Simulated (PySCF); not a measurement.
C3H3FN2S.
Geometry (GFN2-xTB, Å), atoms numbered from 1 in this order:
```
atom  x, y, z in Å
N1    -2.3383    1.4689   -0.4050
C2    -1.6621    0.5751   -0.1921
C3    -0.7656   -0.5440    0.0604
F4    -0.6029   -1.2790   -1.0960
C5     0.5658    0.0105    0.5452
N6     1.5014    0.1695   -0.3950
S7     0.7601    0.4168    2.1134
H8    -1.2057   -1.2059    0.8175
H9     1.3551   -0.1409   -1.3434
H10    2.4011    0.5337   -0.1275
```

Jobs on this species (10 atoms, 60 electrons) with PySCF (density fitting). Hardware of each: one thread of an Arm Neoverse V1, on a shared host. Times come from a shared host and carry two figures at best. Peak memory is the resident size of the whole Python process, interpreter and libraries included.

| level and settings | work | basis functions | SCF cycles | wall time | peak memory |
| --- | --- | --- | --- | --- | --- |
| PBE0/pcSseg-1 | shieldings, charges and field gradients | 141 | ? | ? | ? |
| HCTH407/MINI, grid level 4 | shieldings | 42 | 15 | 7.7 s | 0.50 GiB |
| PBE0/def2-SVPD | 6 singlets by full TDDFT, 2 Tamm–Dancoff triplets, polarisability | 174 | 15 | 20 s | 0.73 GiB |
| wB97X/pcSseg-1, fitting basis def2-qzvpp-jkfit | shieldings, charges and field gradients | 141 | 12 | 17 s | 0.67 GiB |

Fill in the missing figures.

- PBE0/pcSseg-1; shieldings, charges and field gradients: 14 s, 0.69 GiB, 15 SCF cycles

What do all jobs in the table cost together?

About 59 s; the longest takes about 34 % of that, and about 2.6 times as long as the shortest.
